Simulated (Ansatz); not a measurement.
Cartesian coordinates in Å:
```
O 0.3779 1.3996 -1.4383
Si 0.0906 0.5796 -0.0680
Cl 0.3030 1.8777 1.5023
C 0.3083 -1.1926 0.2230
N -1.0721 -0.6112 -0.0655
H 0.7352 2.2851 -1.3503
H 0.6461 -1.9142 -0.5180
H 0.4852 -1.5261 1.2461
H -1.8741 -0.8979 0.4686
```

The species carries charge 0 and has multiplicity 1.

Problem. List the ωB97M-V/def2-TZVPP orbital energies in eV (the Gaussian-basis code of Ansatz). (An estimate is asked.)

Solution. Ansatz gave: Occupied: -2772.14, -1808.37, -526.74, -394.22, -281.91, -262.55, -200.02, -199.90, -199.90, -149.27, -103.44, -103.38, -103.36, -31.57, -27.52, -25.97, -20.66, -18.69, -16.83, -15.70, -14.63, -13.57, -13.35, -12.37, -12.09, -11.83, -10.52, -9.40. Lowest empty: 1.93, 2.71, 3.09, 3.29, 4.27, 4.30, 4.65, 5.38.
